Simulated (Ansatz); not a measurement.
System: C₅H₁₁O, net charge 0, doublet state. It need not be the lowest isomer of its formula. 
Structure (B3LYP-D3(BJ)/def2-TZVP (Ansatz, a program for electronic structure) minimum search):
```xyz
17

C      3.0128     0.4017     0.1029
C      1.6199    -0.0582     0.5204
C      0.6439    -0.1438    -0.6749
C     -0.7196    -0.6006    -0.3008
C     -1.7122     0.3093     0.3210
O     -3.0640    -0.0517     0.0309
H      3.4517    -0.2859    -0.6240
H      3.6868     0.4561     0.9596
H      2.9781     1.3917    -0.3581
H      1.2102     0.6279     1.2670
H      1.6777    -1.0385     1.0013
H      1.0751    -0.8187    -1.4207
H      0.5899     0.8485    -1.1389
H     -0.9354    -1.6634    -0.2601
H     -1.5098     1.3475     0.0196
H     -1.6518     0.2853     1.4175
H     -3.1298    -0.1869    -0.9215
```
Charge 0, spin multiplicity 2.

Basis-set convergence of Hartree-Fock and MP2 correlation energies (hartree) with Ansatz. Cores are frozen in the correlated levels unless marked. UHF or UKS for open shells. No spin-orbit coupling. Non-relativistic.

| basis | functions | E(HF) | E(corr, MP2) |
|---|---|---|---|
| cc-pVDZ | 139 | -270.57523 | -0.87653 |
| cc-pVTZ | 334 | [?] | [?] |

Some entries are withheld; supply them.


- cc-pVTZ, E(HF): -270.65500
- cc-pVTZ, E(corr, MP2): -1.08595
